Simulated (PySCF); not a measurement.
# Frontier orbitals and the lowest excitations

Ta(NEt)Cl3, C2H5Cl3NTa (singlet state).
Z-matrix (Å and degrees, PBE0-D3(BJ)/def2-SVP geometry), rows numbered from 1:
```
Ta
N   1  1.7427
C   2  1.4211  1  173.87
C   3  1.5214  2  111.37  1     0.56
H   3  1.1047  2  108.83  1   122.70
H   3  1.1047  2  108.82  1  -121.58
H   4  1.0998  3  110.68  2   179.99
H   4  1.1002  3  110.48  2   -59.80
H   4  1.1002  3  110.49  2    59.76
Cl  1  2.3081  2  106.18  3   179.86
Cl  1  2.3058  2  104.95  3    59.10
Cl  1  2.3058  2  104.95  3   -59.35
```

Computed, not measured: TDDFT PBE0/def2-SVPD, vertical, gas phase, core orbitals frozen in the response, def2 core potentials past Kr in PySCF. Spin–orbit coupling is left out.

Frontier orbitals with the atoms that hold most of them (Löwdin shares over 4%, at most four atoms; ? is withheld):

| orbital | ε (eV) | atoms |
| --- | --- | --- |
| HOMO-3 | -9.89 | Cl11 29%, Cl12 29%, Cl10 26%, Ta1 8% |
| HOMO-2 | -9.53 | Cl10 34%, Cl12 32%, Cl11 32% |
| HOMO-1 | -8.13 | ? |
| HOMO | -8.08 | ? |
| LUMO | ? | Ta1 64%, Cl11 13%, Cl12 13%, Cl10 6% |
| LUMO+1 | -2.24 | Ta1 64%, Cl10 16%, Cl12 8%, Cl11 8% |
| LUMO+2 | -0.93 | Ta1 52%, Cl11 11%, Cl12 11%, Cl10 11% |

Task: Which atoms hold the HOMO, and with what shares?

Result: N2 (bonded to C and Ta) 39%; Ta1 (bonded to 3 Cl and N) 15%; Cl11 (bonded to Ta) 12%; Cl12 (bonded to Ta) 12%. By element: nitrogen 39%, chlorine 24% or more, tantalum 15%.

Task: Which atoms hold the HOMO-1, and with what shares?

Result: N2 (bonded to C and Ta) 41%; Cl10 (bonded to Ta) 17%; Ta1 (bonded to 3 Cl and N) 15%; C3 (bonded to C, N and 2 H) 8%.

Task: What is the LUMO energy, and the HOMO–LUMO gap?

Result: ε(LUMO) = -2.29 eV; the gap is 5.79 eV (0.2127 hartree).

Task: How does S1 compare with the orbital gap of 5.79 eV?

Result: S1 is at 4.18 eV (f = 0.0003), 1.61 eV below the gap, made of HOMO→LUMO (75%), HOMO-1→LUMO+1 (24%). Without the coupling terms of the response equations the lowest excitation would equal the gap.

Task: One configuration dominates each of S1 and S3. Which, and how do the shares of the two leading atoms of either orbital change from the occupied to the empty one?

Result: 
- S1 (4.18 eV, f 0.0003), HOMO→LUMO (75%): N2 39% → at most 5%, Ta1 15% → 64%, Cl11 12% → 13%; the Löwdin share of tantalum is 15% in HOMO and 64% in LUMO
- S3 (4.37 eV, f 0.0024), HOMO-1→LUMO+1 (75%): N2 41% → at most 5%, Cl10 17% → 16%, Ta1 15% → 64%; the Löwdin share of tantalum is 15% in HOMO-1 and 64% in LUMO+1
